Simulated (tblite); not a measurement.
C3H10AlFN2.
SMILES with atom numbers: `[CH2:1]=[CH:2][CH2:3][NH:4][Al@H-:5]([NH3+:6])[F:7]` (hydrogens: H8, H9 on C1; H10 on C2; H11, H12 on C3; H13 on N4; H14 on Al5; H15, H16, H17 on N6)
Bond orders are those of one Lewis drawing.

Computed with GFN2-xTB (tblite), gas phase: L-BFGS steps from a force-field or distance-geometry start until the largest atomic force falls under 0.01 eV/Å.

At the end of the run (lengths in Å): Al5–N6 2.094, Al5–F7 1.664, N4–Al5 1.798, Al5–H14 1.529, N6–H15 1.014, N6–H17 1.015, C3–N4 1.456, N6–Al5–F7 93.4°, C3–N4–Al5 122.8°, N4–Al5–F7 119.6°, N4–Al5–N6 100.8°, C1–C2–C3–N4 114°, C2–C3–N4–Al5 -106°, C3–N4–Al5–N6 -81°, H11–C3–N4–Al5 14°, H13–N4–Al5–N6 117°.

**Question.** These geometries were met on the way; a selection of coordinates is given. Order them by energy above the end point, lowest first.
A. Al5–N6 2.206, Al5–F7 1.659, N4–Al5 1.785, Al5–H14 1.498, N6–H15 1.019, N6–H17 1.018, C3–N4 1.451, N6–Al5–F7 97.8°, C3–N4–Al5 120.3°, N4–Al5–F7 119.3°, N4–Al5–N6 96.4°, C1–C2–C3–N4 67°, C2–C3–N4–Al5 -161°, C3–N4–Al5–N6 -72°, H11–C3–N4–Al5 -40°, H13–N4–Al5–N6 72°
B. Al5–N6 1.914, Al5–F7 1.797, N4–Al5 1.930, Al5–H14 1.587, N6–H15 1.054, N6–H17 1.050, C3–N4 1.451, N6–Al5–F7 109.2°, C3–N4–Al5 110.4°, N4–Al5–F7 109.5°, N4–Al5–N6 108.7°, C1–C2–C3–N4 65°, C2–C3–N4–Al5 -177°, C3–N4–Al5–N6 -64°, H11–C3–N4–Al5 -57°, H13–N4–Al5–N6 55°
C. Al5–N6 2.138, Al5–F7 1.625, N4–Al5 1.794, Al5–H14 1.553, N6–H15 0.997, N6–H17 0.998, C3–N4 1.488, N6–Al5–F7 104.2°, C3–N4–Al5 118.5°, N4–Al5–F7 117.1°, N4–Al5–N6 102.4°, C1–C2–C3–N4 65°, C2–C3–N4–Al5 -169°, C3–N4–Al5–N6 -65°, H11–C3–N4–Al5 -48°, H13–N4–Al5–N6 62°
D. Al5–N6 2.102, Al5–F7 1.666, N4–Al5 1.791, Al5–H14 1.528, N6–H15 1.015, N6–H17 1.015, C3–N4 1.463, N6–Al5–F7 93.2°, C3–N4–Al5 126.9°, N4–Al5–F7 119.5°, N4–Al5–N6 99.5°, C1–C2–C3–N4 75°, C2–C3–N4–Al5 -142°, C3–N4–Al5–N6 -81°, H11–C3–N4–Al5 -20°, H13–N4–Al5–N6 109°
E. Al5–N6 2.093, Al5–F7 1.658, N4–Al5 1.798, Al5–H14 1.534, N6–H15 1.014, N6–H17 1.014, C3–N4 1.466, N6–Al5–F7 96.7°, C3–N4–Al5 120.2°, N4–Al5–F7 122.8°, N4–Al5–N6 95.3°, C1–C2–C3–N4 73°, C2–C3–N4–Al5 -154°, C3–N4–Al5–N6 -81°, H11–C3–N4–Al5 -31°, H13–N4–Al5–N6 103°

**Answer.** D (0.110 eV), E (0.188 eV), A (0.303 eV), C (0.490 eV), B (1.216 eV).

```json
{"step": "49", "E above end (eV)": "0.110", "rms distance from the end, all atoms (Å)": "0.657", "largest force (eV/Å)": "0.139", "rms shift of all bonds from the end (Å)": "0.003"}
{"step": "18", "E above end (eV)": "0.188", "rms distance from the end, all atoms (Å)": "0.868", "largest force (eV/Å)": "0.137", "rms shift of all bonds from the end (Å)": "0.003"}
{"step": "6", "E above end (eV)": "0.303", "rms distance from the end, all atoms (Å)": "0.895", "largest force (eV/Å)": "0.428", "rms shift of all bonds from the end (Å)": "0.029"}
{"step": "2", "E above end (eV)": "0.490", "rms distance from the end, all atoms (Å)": "0.900", "largest force (eV/Å)": "1.594", "rms shift of all bonds from the end (Å)": "0.021"}
{"step": "0", "E above end (eV)": "1.216", "rms distance from the end, all atoms (Å)": "0.906", "largest force (eV/Å)": "4.322", "rms shift of all bonds from the end (Å)": "0.069"}
```

Rows stand in the order of the answer.
